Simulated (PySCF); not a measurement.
Si(SH)2, SMILES S[Si]S at its PBE0/def2-SVP optimised geometry (Å):

```
5

Si    -0.9951    -0.6177     0.0000
S     -1.2891     1.5182     0.0000
H     -0.0094     1.9642     0.0003
S      1.1603    -0.6177     0.0000
H      1.2891    -1.9642     0.0010
```

Level of theory: PBE0/def2-TZVP in PySCF. Cells within 0.4 Å of a nucleus heavier than hydrogen are left out (blank, or x).

Map of the deformation density (molecule minus spherical neutral atoms) (e/bohr³) on the plane z = 0.0 Å:

```
|111111111111111111111111111|
|111111111111111111111111111|
|111111111111111111111111111|
|111111111111111111111111111|
|111111111111111111111111111|
|111111121112210011111111111|
|111111232014630011111111111|
|111111242x26970011111111111|
|11111112xxx3631011111111111|
|11111100xx11211111111111111|
|111110002432111111111111111|
|111111013653111001111111111|
|111111113442111001121111111|
|111111112221122101332111111|
|111111111xx12443xx432111111|
|111111222xxx3564xxx21111111|
|111112233xx12441xx101111111|
|111112234321222124311111111|
|111111223321111259621111111|
|111111222221111149521111111|
|111111112111111112101111111|
|111111111111111100001111111|
|111111111111111110011111111|
|111111111111111111111111111|
|111111111111111111111111111|
|111111111111111111111111111|
|111111111111111111111111111|
```
Scale: ten equal steps from -0.015 (start of '0') to 0.068 (end of '9'), in the order '0123456789'; x runs from -4.00 to 4.00, y from -4.00 (bottom) to 4.00 (top).
